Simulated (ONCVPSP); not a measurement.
**Transferability test, ONCV potential for chlorine**

- Element: Cl (Z = 17)
- Generator: ONCVPSP 4.0.1
- Type: optimised norm-conserving Vanderbilt (ONCV)
- Functional: PBE
- Relativity: fully relativistic
- Frozen core: [He]
- Valence charge: 15
- Reference configuration: 2s2 2p6 3s2 3p4 (charge +1)
- Partial waves: 2s+3s: rc 0.75 bohr, ncon 3, nbas 6, qcut 17.1 1/bohr, 2 projectors; 2p+3p: rc 0.80 bohr, ncon 3, nbas 6, qcut 14.7 1/bohr, 3 projectors, debl 1.8 Ha; d scattering state at 0.4 Ha: rc 0.70 bohr, ncon 3, nbas 7, qcut 12.5 1/bohr, 1 projector
- Local potential: polynomial inside 0.65 bohr (lpopt 5, dvloc0 1 Ha)
- Core correction: polynomial model core, fcfact 0.3

Open shells are filled in proportion to 2j + 1.

Energies are relative to the spin-unpolarised reference configuration 2s2 2p6 3s2 3p4; without spin polarisation the order of configurations can differ from experiment.

```
valence configuration  charge  ΔE all-electron (eV)  error AE − PS (meV)
      2s2 2p6 3s2 3p5       0               -13.875                 -0.3
      2s2 2p6 3s2 3p3      +2                25.447                 +2.5
```

(1) What are ΔE and the potential's error for 2s2 2p6 3s1 3p6?

(2) What are ΔE and the potential's error for 2s2 2p6 3s2 3p2?

Answers

(1) ΔE = -1.723 eV all-electron; the error (AE − PS) is +0.6 meV.

(2) ΔE = 63.755 eV all-electron; the error (AE − PS) is +11 meV.
